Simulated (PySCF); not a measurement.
# Nuclear quadrupole coupling in `COc1ccc([P@H](C)=O)cc1`

Compound: C₈H₁₁O₂P.
Geometry (GFN2-xTB, Å), atoms numbered from 1 in this order:
```
atom  x, y, z in Å
C1     4.0029    0.3697    0.0416
O2     3.0092   -0.0288   -0.8729
C3     1.7287   -0.1373   -0.4401
C4     1.3011    0.1072    0.8625
C5    -0.0388   -0.0289    1.1790
C6    -0.9592   -0.4046    0.2146
P7    -2.6991   -0.5199    0.6812
C8    -3.5864    0.7372   -0.3067
O9    -2.9610   -0.4348    2.1190
C10   -0.5323   -0.6593   -1.0847
C11    0.7974   -0.5288   -1.4091
H12    4.1047   -0.3483    0.8611
H13    4.9303    0.4004   -0.5276
H14    3.7966    1.3639    0.4498
H15    1.9981    0.4018    1.6312
H16   -0.3890    0.1513    2.1853
H17   -3.1147   -1.7198    0.0962
H18   -4.6548    0.6064   -0.1431
H19   -3.3581    0.6630   -1.3652
H20   -3.2917    1.7166    0.0698
H21   -1.2481   -0.9659   -1.8338
H22    1.1540   -0.7218   -2.4087
```

Field gradients from the PBE0/pcSseg-1 density (PySCF, non-relativistic), principal values in atomic units, ordered |Vxx| ≤ |Vyy| ≤ |Vzz|:

| atom | Vxx | Vyy | Vzz |
| --- | --- | --- | --- |
| O2 | -0.3274 | -1.5914 | 1.9187 |
| O9 | -0.3802 | -0.4817 | 0.8620 |

**Question.** Find the asymmetry η = (Vxx − Vyy)/Vzz and the couplings χ = eQV/h (234.96 MHz × Q in barn × V in au), with Q(17O) = −0.0256 b.

**Answer.** 
```tsv
atom	environment	nucleus	η	χzz (MHz)	χxx (MHz)	χyy (MHz)
O2	aryl ether oxygen	17O	0.66	-11.54	1.97	9.57
O9	phosphoryl oxygen	17O	0.12	-5.18	2.29	2.90
```

**Question.** What is Vzz at O2 in SI units (1 au = 9.71736 × 10²¹ V/m²)?

**Answer.** 1.9187 au = 18.645 × 10²¹ V/m².

**Question.** And the gradient at the other heavy atoms, for which no coupling is worked out here?

**Answer.** 
```
atom                     environment  Vzz (au)     η
  C1                  methoxy carbon     0.433  0.08
  C3  aromatic carbon bearing oxygen    -0.395  0.13
  C4              aromatic CH carbon     0.214  0.26
  C5              aromatic CH carbon     0.378  0.09
  C6     substituted aromatic carbon     0.207  0.45
  P7           phosphoryl phosphorus    -0.341  0.01
  C8  sp3 carbon bound to phosphorus     0.040  0.45
 C10              aromatic CH carbon     0.330  0.14
 C11              aromatic CH carbon     0.245  0.29
```

**Question.** What couplings would deuterons (Q(2H) = 0.00286 b) have in place of the hydrogens, at this geometry?

**Answer.** 
| atom | bonded to | bond length (Å) | Vzz (au) | η | χzz (kHz) |
| --- | --- | --- | --- | --- | --- |
| H12 | C1 | 1.094 | 0.2917 | 0.08 | 196 |
| H13 | C1 | 1.089 | 0.3040 | 0.07 | 204 |
| H14 | C1 | 1.094 | 0.2916 | 0.08 | 196 |
| H15 | C4 | 1.079 | 0.3304 | 0.09 | 222 |
| H16 | C5 | 1.081 | 0.3168 | 0.05 | 213 |
| H17 | P7 | 1.398 | 0.1844 | 0.01 | 124 |
| H18 | C8 | 1.089 | 0.3137 | 0.01 | 211 |
| H19 | C8 | 1.085 | 0.3215 | 0.01 | 216 |
| H20 | C8 | 1.090 | 0.3113 | 0.01 | 209 |
| H21 | C10 | 1.081 | 0.3249 | 0.07 | 218 |
| H22 | C11 | 1.079 | 0.3293 | 0.07 | 221 |

Geometry: GFN2-xTB, one conformer, isolated molecule. GFN2-xTB bond lengths can be off by several hundredths of an ångström, more for odd bonds, and the gradients follow them. A larger basis could move these couplings by a tenth or more.

The run behind these numbers computed NMR shieldings as well. Hardware: one thread of an Arm Neoverse V1, no GPU, shared host with 32 logical CPUs at a one-minute load of 14. Cost: 62 s of wall time, 1.2 GiB resident at most.
